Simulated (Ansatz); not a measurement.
Consider the formal loss of a carbene: `NC[SiH](O)O` → `[CH2]` (triplet) + `N[SiH](O)O`.

Computed with Ansatz on PBE0-D4/def2-TZVP structures; ΔE is electronic, products minus reactants. CBS: MP2 limit from def2 TZ/QZ plus the TZ coupled-cluster correction, frozen cores. This one scheme is used for every species. DFT in def2-TZVPP. B3LYP here is the variant with VWN-RPA as its local correlation; programs differ in this. Triplets are unrestricted, without spin–orbit coupling. One conformer a species, not always the lowest.

```json
{"level": "PBE-D4", "ΔE (kJ/mol)": "336.1", "difference from CCSD(T)/CBS": "18.8"}
{"level": "B3LYP-D4", "ΔE (kJ/mol)": "314.1", "difference from CCSD(T)/CBS": "-3.2"}
{"level": "ωB97M-V", "ΔE (kJ/mol)": "324.0", "difference from CCSD(T)/CBS": "6.7"}
{"level": "r2SCAN", "ΔE (kJ/mol)": "295.2", "difference from CCSD(T)/CBS": "-22.1"}
{"level": "PBE0", "ΔE (kJ/mol)": "317.1", "difference from CCSD(T)/CBS": "-0.2"}
{"level": "SCS-MP2/def2-TZVPP", "ΔE (kJ/mol)": "317.9", "difference from CCSD(T)/CBS": "0.6"}
{"level": "CCSD/def2-TZVPP", "ΔE (kJ/mol)": "295.5", "difference from CCSD(T)/CBS": "-21.8"}
{"level": "SCS-MP2/def2-QZVPP", "ΔE (kJ/mol)": "324.2", "difference from CCSD(T)/CBS": "6.9"}
{"level": "HF/CBS(def2)", "ΔE (kJ/mol)": "161.9", "difference from CCSD(T)/CBS": "-155.4"}
{"level": "MP2/CBS(def2)", "ΔE (kJ/mol)": "325.3", "difference from CCSD(T)/CBS": "8.0"}
{"level": "CCSD(T)/CBS", "ΔE (kJ/mol)": "317.3", "difference from CCSD(T)/CBS": "0"}
```

Largest T1 diagnostic among the species: 0.011.

In def2-TZVPP, CCSD(T) changes the Hartree–Fock value by +145.0 kJ/mol (the triples alone add +12.6 kJ/mol) and MP2 by +152.9 kJ/mol. From PBE to PBE0 (25 % exact exchange), in def2-TZVPP and without D4, ΔE moves by −12.3 kJ/mol. The D4 term adds +10.5 kJ/mol with B3LYP and +5.8 kJ/mol with PBE0; it sums over pairs of atoms, weighted by their polarisabilities, and B3LYP, whose exchange is more repulsive, gets the larger term.
